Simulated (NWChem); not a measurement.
System: trisilylamine (Si₃NH₉); SMILES [SiH3]N([SiH3])[SiH3]

```xyz
13

Si     1.7386    -0.2449    -0.0160
N      0.0000     0.0000     0.0699
Si    -1.0814    -1.3833    -0.0160
Si    -0.6573     1.6281    -0.0160
H      2.0836    -1.5238     0.6570
H      2.2450    -0.3147    -1.4165
H      2.4237     0.8874     0.6596
H     -0.4433    -2.5426     0.6596
H     -2.3614    -1.0426     0.6570
H     -1.3950    -1.7869    -1.4165
H     -0.8499     2.1016    -1.4165
H     -1.9803     1.6553     0.6596
H      0.2778     2.5664     0.6570
```
Atoms are numbered in this order, from 1.

This is a stationary point of B3LYP/6-31G* (spherical d) (NWChem), point group C3v. B3LYP is NWChem's, with the RPA form of VWN correlation.

Problem. Is it a minimum? If not, what does it relax to?

Solution. No. It has an imaginary frequency of 91i cm⁻¹. Following that mode (on a finer grid) lowers the energy by 0.6 kcal/mol and ends, with real frequencies alone, at point group C3h:
```xyz
13

Si     1.7349    -0.2568    -0.0130
N      0.0000     0.0000    -0.0129
Si    -1.0898    -1.3740    -0.0129
Si    -0.6450     1.6308    -0.0132
H      2.1840    -1.0117     1.1884
H      2.1843    -1.0098    -1.2156
H      2.3875     1.0800    -0.0119
H     -0.2585    -2.6077    -0.0125
H     -1.9677    -1.3859     1.1889
H     -1.9671    -1.3864    -1.2151
H     -0.2170     2.3966    -1.2154
H     -2.1290     1.5277    -0.0128
H     -0.2165     2.3971     1.1886
```
